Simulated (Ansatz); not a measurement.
`F/C=[C](/F)[GaH2]`, 8 atoms. The species carries charge 0 and has multiplicity 1. Correlated methods include outer-core shells of Ga, which these sets cover unevenly. Scalar relativity is left out up to krypton. All runs use 4 threads of a server CPU on a shared host. Correlated methods freeze the cores.

Task: Give the basis size and wall time and peak host memory of each of these runs in Ansatz. RHF-MP2/def2-QZVPP energy; RKS r2SCAN-D4/def2-TZVPP energy and forces; RKS ωB97M-V/def2-TZVPP energy and forces; RHF-CCSD(T)/def2-TZVPP energy; RKS ωB97M-V/def2-SVP energy; RKS PBE0-D4/def2-TZVP frequencies; RKS LC-ωPBE/def2-TZVPP energy; RKS BLYP-D4/def2-TZVPP energy; RKS PBE0-D4/def2-SVP energy; RKS PBE0-D4/def2-TZVP relaxation (24 steps); direct RPA on PBE orbitals/def2-TZVPP energy; RHF-CCSD(T)/def2-SVP energy. (Best estimate.)

Result: Ansatz gave: Other jobs shared the machine, so times are rough.

```tsv
level	job	functions	wall time	peak host memory (GiB)
RKS PBE0-D4/def2-SVP	energy	103	2.2 s	0.22
RKS BLYP-D4/def2-TZVPP	energy	214	3 s	0.27
RKS LC-ωPBE/def2-TZVPP	energy	214	3.8 s	0.36
RKS r2SCAN-D4/def2-TZVPP	energy and forces	214	5.5 s	0.29
RKS ωB97M-V/def2-SVP	energy	103	6 s	0.32
direct RPA on PBE orbitals/def2-TZVPP	energy	214	7.5 s	0.47
RHF-CCSD(T)/def2-SVP	energy	103	11 s	0.49
RKS ωB97M-V/def2-TZVPP	energy and forces	214	14 s	0.73
RHF-MP2/def2-QZVPP	energy	407	36 s	2
RHF-CCSD(T)/def2-TZVPP	energy	214	2.4 min	3.4
RKS PBE0-D4/def2-TZVP	relaxation (24 steps)	190	2.4 min	0.5
RKS PBE0-D4/def2-TZVP	frequencies	190	3.4 min	0.5
```

LC-ωPBE has ω = 0.4 bohr⁻¹.
